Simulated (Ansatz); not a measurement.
**Molecular dynamics of FGeH3O**

Input file:

```yaml
crystal:
  periodic: [false, false, false]
  atoms:
    - { symbol: Ge, position_ang: [0.086369, -0.049845, 0.082878] }
    - { symbol: H, position_ang: [0.065942, 0.09232, 1.627396] }
    - { symbol: H, position_ang: [1.457297, 0.019079, -0.617006] }
    - { symbol: F, position_ang: [-0.907511, 1.274749, -0.515634] }
    - { symbol: O, position_ang: [-0.644707, -1.581491, -0.46684] }
    - { symbol: H, position_ang: [-1.50909, -1.738211, -0.042794] }
basis:
  gaussian: { orbitals: def2-SVP }
hamiltonian:
  xc: pbe
  dispersion: d4
md:
  timestep: 1.0
  n_steps: 100
  ensemble: nve
  temperature: 500.0
  initial_velocities: maxwell_boltzmann
  seed: 591766
  masses: [{ species: H, mass: 3.016 }]
```

Launched with:

```bash
$ ansatz run input.yaml --threads 1 --pin off --max-ram 2048MiB --backend cpu --events-out ev --progress --plain --runs-dir out
```

It starts from a relaxed structure.

Output, in part (step lines, the closing report, with atoms numbered from 0):

```
md step     0: t =     0.00 fs  T =   500.0 K  F+E_penalty+E_count = -61308.08038380 eV  E_kin = 0.258520 eV  conserved = -61307.82186380 eV  (24 SCF iters)
[... lines left out ...]
Total energy: -61307.99302616 eV, -2253.0271876611 hartree
Atom 0 at     0.085109    -0.059601     0.085582 Å, force    -0.301521     1.050381     0.470008 eV/Å
Atom 1 at     0.165002    -0.013162     1.643586 Å, force    -0.247097     0.112007    -0.101896 eV/Å
Atom 2 at     1.416450     0.189945    -0.553251 Å, force     0.739605    -0.161831    -0.469767 eV/Å
Atom 3 at    -0.912153     1.271622    -0.544413 Å, force     0.085877    -0.292628     0.377220 eV/Å
Atom 4 at    -0.649094    -1.552782    -0.470442 Å, force    -0.291155    -0.595869    -0.207681 eV/Å
Atom 5 at    -1.484455    -1.701243     0.012525 Å, force     0.014292    -0.112060    -0.067883 eV/Å
Dipole moment:     0.049585    -0.217386     0.351189 e Å
```

The steps, from the saved trajectory:

| time (fs) | T (K) | potential energy less start (eV) | conserved less start (meV/atom) |
| --- | --- | --- | --- |
| 0.0 | 500 | 0.000 | 0.00 |
| 3.0 | 444 | 0.029 | 0.03 |
| 6.0 | 321 | 0.093 | 0.09 |
| 9.0 | 215 | 0.148 | 0.11 |
| 12.0 | 166 | 0.173 | 0.09 |
| 15.0 | 146 | 0.184 | 0.06 |
| 18.0 | 113 | 0.201 | 0.08 |
| 21.0 | 100 | 0.208 | 0.12 |
| 24.0 | 159 | 0.177 | 0.08 |
| 27.0 | 234 | 0.137 | 0.02 |
| 30.0 | 246 | 0.132 | 0.05 |
| 33.0 | 219 | 0.146 | 0.10 |
| 36.0 | 231 | 0.140 | 0.11 |
| 39.0 | 306 | 0.101 | 0.08 |
| 42.0 | 387 | 0.058 | 0.02 |
| 45.0 | 397 | 0.053 | 0.03 |
| 48.0 | 341 | 0.083 | 0.08 |
| 51.0 | 292 | 0.108 | 0.08 |
| 54.0 | 250 | 0.129 | 0.05 |
| 57.0 | 184 | 0.164 | 0.08 |
| 60.0 | 128 | 0.193 | 0.12 |
| 63.0 | 138 | 0.188 | 0.12 |
| 66.0 | 213 | 0.149 | 0.07 |
| 69.0 | 288 | 0.110 | 0.03 |
| 72.0 | 302 | 0.103 | 0.04 |
| 75.0 | 271 | 0.119 | 0.09 |
| 78.0 | 255 | 0.127 | 0.07 |
| 81.0 | 240 | 0.135 | 0.05 |
| 84.0 | 198 | 0.156 | 0.08 |
| 87.0 | 173 | 0.170 | 0.11 |
| 90.0 | 212 | 0.150 | 0.11 |
| 93.0 | 301 | 0.103 | 0.06 |
| 96.0 | 368 | 0.068 | 0.02 |
| 99.0 | 352 | 0.077 | 0.04 |

The run went to its last step. The conserved energy stayed within 0.13 meV per atom of its start (net change 0.059 meV per atom), so the integration is sound. Over the second half the temperature averaged 0.49 of the 500 K drawn at the start: a run that starts near a minimum puts about half its kinetic energy into the potential. A run of 0.1 ps of so small a system gives no equilibrium averages.

The same pairs are bonded in the first frame and the last. Pairs count as bonded within 1.25 times the sum of covalent radii (0.12 Å more for H–H).

Last frame:

```xyz
6
Properties=species:S:1:pos:R:3
Ge 0.085 -0.060 0.086
H 0.165 -0.013 1.644
H 1.416 0.190 -0.553
F -0.912 1.272 -0.544
O -0.649 -1.553 -0.470
H -1.484 -1.701 0.013
```

Time of the run: 2 min on 1 thread of Arm Neoverse V2, with other jobs on the host, peak memory 0.13 GiB.
